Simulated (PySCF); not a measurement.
# Correlation energy of Ni (nickel, neutral)

[Ar] 3d7 4s2 4p1, one real determinant (an excited configuration). Computed with PySCF 2.14 in ANO-RCC-VTZP (6s5p3d2f1g, 59 functions), with scalar relativity by spin-free X2C-1e. Frozen: [Ne]; 18 electrons correlated.

| level | correlation energy (mhartree) |
| --- | --- |
| CCSD | -586.98 |
| (T) | -23.53 |
| CCSD(T) | -610.51 |

Diagnostics: T1 = 0.042, D1 = 0.2448, largest double amplitude 0.254.

The real determinant used has ⟨L²⟩ near 14 against 20 for a pure G term, so it mixes terms. T1 exceeds 0.03, a sign that the reference determinant is poor. A double-excitation amplitude exceeds 0.15, a sign of near-degeneracy.

Cost of the coupled-cluster step: about 70 core-seconds, for 18 correlated electrons.

The basis was made for the ground configuration and has no added diffuse functions, which can raise the energy of the promoted electron.

The reference is one real determinant that mixes LS terms of this configuration.
